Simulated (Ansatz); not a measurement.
Consider the ligand exchange at the Si–O bond: `F[SiH]([SeH])O[SiH3]` + H–F → `F[SiH](F)[SeH]` + `O[SiH3]`.

Gas-phase electronic energies from Ansatz, PBE0-D4/def2-TZVP geometries. CBS: MP2 limit from def2 TZ/QZ plus the TZ coupled-cluster correction, frozen cores. This one scheme is used for every species. Functionals use def2-TZVPP. HSE06 is defined as in plane-wave codes. For Se outer-core shells are correlated without core-valence functions, which leaves a few kJ/mol of doubt a bond. Scalar relativity is left out up to krypton. Each species was taken in one conformer, which may not be the lowest.

(1) Is it downhill or uphill in electronic energy at CCSD(T)/CBS, and by how much? (An estimate is asked.)

(2) What do these levels give: LDA (SPW92), PBE-D4, r2SCANh-D4, r2SCAN0-D4, HSE06-D4, SCS-MP2/def2-TZVPP? (An estimate is asked.)

Largest T1 diagnostic among the species: 0.011.

## Answers

(1) Computed: Downhill: ΔE = -13.3 kJ/mol.

(2) Ansatz gave: LDA (SPW92) -20.8, PBE-D4 -19.9, r2SCANh-D4 -20.2, r2SCAN0-D4 -18.0, HSE06-D4 -16.0, SCS-MP2/def2-TZVPP -16.3 kJ/mol.

From r2SCAN to r2SCAN0 (25 % exact exchange), in def2-TZVPP and without D4, ΔE moves by +3.3 kJ/mol. In def2-TZVPP, CCSD(T) changes the Hartree–Fock value by +8.0 kJ/mol (the triples alone add +1.1 kJ/mol) and MP2 by +9.9 kJ/mol. The D4 term adds +12.2 kJ/mol with B3LYP and +7.0 kJ/mol with PBE0; it sums over pairs of atoms, weighted by their polarisabilities, and B3LYP, whose exchange is more repulsive, gets the larger term.

B3LYP here is the variant with VWN-RPA as its local correlation; programs differ in this.
